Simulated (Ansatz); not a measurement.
Molecule: C$_{2}$H$_{9}$NSi, charge 0, multiplicity 1. 
Structure (B3LYP-D3(BJ)/def2-TZVP (Ansatz, a program for electronic structure) minimum search):
```
N
C 1 1.4510
H 2 1.0908 1 110.45
H 2 1.0958 3 107.77 1 -120.60
H 2 1.0997 3 107.98 4 -115.87
C 1 1.4510 2 113.53 3 -176.47
H 6 1.0908 1 110.45 2 176.47
H 6 1.0958 7 107.77 1 120.60
H 6 1.0997 7 107.98 8 115.87
Si 1 1.7214 2 121.04 3 26.82
H 10 1.4817 1 108.01 2 -162.72
H 10 1.4817 11 111.23 7 -142.03
H 10 1.4925 11 107.23 12 -116.95
```
Charge 0, spin multiplicity 1.

Quantity: atomisation energy (electronic, to ground-state atoms), in kJ/mol. Cores are frozen in the correlated levels unless marked. UHF or UKS for open shells. No spin-orbit coupling. Non-relativistic. The coupled-cluster limit lacks core correlation, which all-electron functionals hold. CBS marks a two-point X^-3 extrapolation of the correlation energy; Hartree-Fock from the larger set. The bracket is a focal-point correction in the basis named.

```tsv
level	program	atomisation energy (kJ/mol)
HF/STO-3G	Ansatz	4249.5
r2SCAN-D4/def2-TZVPD	Ansatz + dftd4	4547.0
```

Problem. What does RI-MP2/CBS(cc-pV(T+d)Z,cc-pV(Q+d)Z)+[CCSD(T)-MP2]/cc-pV(T+d)Z (Ansatz) give?

Solution. 4567.6 kJ/mol
